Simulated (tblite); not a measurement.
C₅H₁₀O₂SSi.
SMILES with atom numbers: `[CH3:1][C:2](=[S:3])[SiH:4]1[O:5][CH2:6][CH2:7][CH2:8][O:9]1` (hydrogens: H10, H11, H12 on C1; H13 on Si4; H14, H15 on C6; H16, H17 on C7; H18, H19 on C8)

Computed with GFN2-xTB (tblite), gas phase: L-BFGS steps from a force-field or distance-geometry start until the largest atomic force falls under 0.01 eV/Å.

Step 29: E = -788.4810 eV
```
atom  x, y, z in Å  |  force x, y, z in eV/Å
C1      3.1387    0.7851   -0.0868   -0.079  -0.115   0.111
C2      2.2119   -0.3327    0.2178    0.108  -0.199   0.045
S3      2.6868   -1.5839    1.1506    0.032   0.179  -0.083
Si4     0.5367   -0.5120   -0.6108    0.265  -0.069  -0.037
O5     -0.1687    0.9422   -0.8383   -0.010  -0.219   0.063
C6     -1.5735    0.9812   -0.8339   -0.034   0.008  -0.070
C7     -2.2231    0.2266    0.3277   -0.010  -0.022   0.048
C8     -1.7494   -1.2211    0.4989    0.044  -0.114   0.064
O9     -0.3597   -1.3698    0.4287    0.065   0.097  -0.073
H10     4.0852    0.6167    0.4279    0.035   0.140  -0.155
H11     3.2837    0.8459   -1.1724   -0.018   0.076   0.296
H12     2.6910    1.7198    0.2625    0.072  -0.060  -0.178
H13     0.7353   -1.2559   -1.8733   -0.165   0.159   0.110
H14    -1.8447    2.0340   -0.7480   -0.063   0.147  -0.063
H15    -1.9343    0.6142   -1.7986   -0.042  -0.152  -0.036
H16    -3.3040    0.2249    0.1783    0.021   0.007   0.008
H17    -2.0095    0.8017    1.2325    0.097  -0.210   0.060
H18    -2.0212   -1.6085    1.4850   -0.194   0.136   0.087
H19    -2.1909   -1.8991   -0.2400   -0.126   0.212  -0.195
```

Step 30: E = -788.4989 eV
```
atom  x, y, z in Å  |  force x, y, z in eV/Å
C1      3.1276    0.7870   -0.0809    0.019  -0.001   0.060
C2      2.2014   -0.3285    0.2150    0.224  -0.302   0.162
S3      2.6740   -1.5631    1.1725    0.013   0.156  -0.088
Si4     0.5368   -0.5319   -0.6240    0.202  -0.038   0.053
O5     -0.1686    0.9174   -0.8676   -0.051  -0.124   0.005
C6     -1.5716    0.9758   -0.8385   -0.113   0.023  -0.023
C7     -2.2091    0.2342    0.3389    0.026  -0.091   0.061
C8     -1.7500   -1.2204    0.4896    0.043  -0.126   0.004
O9     -0.3578   -1.3633    0.4390    0.015   0.028  -0.032
H10     4.0813    0.6409    0.4232    0.044  -0.005  -0.052
H11     3.2791    0.8539   -1.1605   -0.049   0.090   0.116
H12     2.6875    1.7199    0.2703   -0.044   0.056  -0.151
H13     0.7264   -1.2937   -1.8706   -0.139   0.116   0.046
H14    -1.8321    2.0308   -0.7491   -0.027   0.181  -0.058
H15    -1.9627    0.6160   -1.7948   -0.001  -0.179  -0.020
H16    -3.2940    0.2508    0.2192    0.048   0.016   0.008
H17    -1.9544    0.7938    1.2437    0.058  -0.186   0.010
H18    -2.0463   -1.6326    1.4594   -0.142   0.162   0.064
H19    -2.1773   -1.8778   -0.2770   -0.126   0.223  -0.166
```

Step 31: E = -788.5087 eV
```
atom  x, y, z in Å  |  force x, y, z in eV/Å
C1      3.1247    0.7856   -0.0777    0.098   0.097   0.018
C2      2.1998   -0.3290    0.2116    0.258  -0.207   0.157
S3      2.6691   -1.5552    1.1732    0.071  -0.022   0.036
Si4     0.5393   -0.5388   -0.6238    0.071   0.038   0.130
O5     -0.1719    0.9047   -0.8586    0.134   0.077  -0.068
C6     -1.5681    0.9704   -0.8379   -0.184   0.020   0.089
C7     -2.2061    0.2343    0.3416    0.111  -0.132   0.000
C8     -1.7518   -1.2212    0.4886    0.055  -0.005  -0.101
O9     -0.3600   -1.3606    0.4388    0.003  -0.122   0.106
H10     4.0836    0.6553    0.4163    0.074  -0.108   0.053
H11     3.2830    0.8580   -1.1512   -0.071   0.080  -0.072
H12     2.6920    1.7199    0.2686   -0.142   0.136  -0.097
H13     0.7035   -1.2871   -1.8681   -0.069  -0.011  -0.122
H14    -1.8270    2.0259   -0.7613   -0.040   0.215  -0.019
H15    -1.9577    0.6046   -1.7869   -0.059  -0.238  -0.168
H16    -3.2859    0.2579    0.2252   -0.118   0.016   0.012
H17    -1.9394    0.7809    1.2446    0.071  -0.052   0.128
H18    -2.0596   -1.6328    1.4518   -0.112   0.099   0.127
H19    -2.1773   -1.8636   -0.2870   -0.151   0.119  -0.208
```

Problem. Estimate the geometry and energy of step 32. (The exact step hangs on the optimiser's Hessian estimate; all steps are aligned on step 31, rigid shifts and turns removed.)

Solution. E = -788.4908 eV, largest force 0.481 eV/Å
```
atom  x, y, z in Å  |  force x, y, z in eV/Å
C1      3.0982    0.7934   -0.0632    0.216   0.257  -0.065
C2      2.1871   -0.3277    0.2162    0.260  -0.220   0.178
S3      2.6477   -1.5106    1.2314    0.085  -0.127   0.095
Si4     0.5510   -0.5809   -0.6541   -0.240   0.027   0.260
O5     -0.1675    0.8527   -0.9513   -0.449   0.079  -0.065
C6     -1.5766    0.9687   -0.8521   -0.031  -0.003   0.032
C7     -2.1681    0.2470    0.3714   -0.065  -0.004   0.095
C8     -1.7460   -1.2274    0.4644   -0.157  -0.038  -0.112
O9     -0.3472   -1.3470    0.4654   -0.198  -0.168  -0.054
H10     4.0648    0.6858    0.4133    0.143  -0.204   0.216
H11     3.2602    0.8857   -1.1273   -0.084   0.038  -0.383
H12     2.6692    1.7272    0.2763   -0.268   0.228   0.029
H13     0.7080   -1.3961   -1.8609   -0.058   0.058  -0.033
H14    -1.8065    2.0404   -0.7510    0.144  -0.141  -0.108
H15    -2.0374    0.6141   -1.7940    0.187  -0.062   0.334
H16    -3.2681    0.3125    0.3246    0.424   0.010   0.060
H17    -1.8072    0.7647    1.2805   -0.160  -0.244  -0.382
H18    -2.1157   -1.6833    1.4054    0.159   0.234  -0.375
H19    -2.1558   -1.8102   -0.3872    0.092   0.280   0.278
```

The energy changes by +0.0179 eV. The first-order estimate −F·Δx gives -0.0408 eV and the mean of the old and new forces, exact on a quadratic surface, +0.0242 eV. The step makes an angle of 81° with the force vector and moves no atom by more than 0.138 Å. The energy falls at the start of this step and ends higher, so the step passed the lowest point of its straight line.

What follows is the cost of the whole relaxation. Time: 3.4 s of wall time. Hardware: one thread, Arm Neoverse N1 (aarch64), no GPU, shared host.
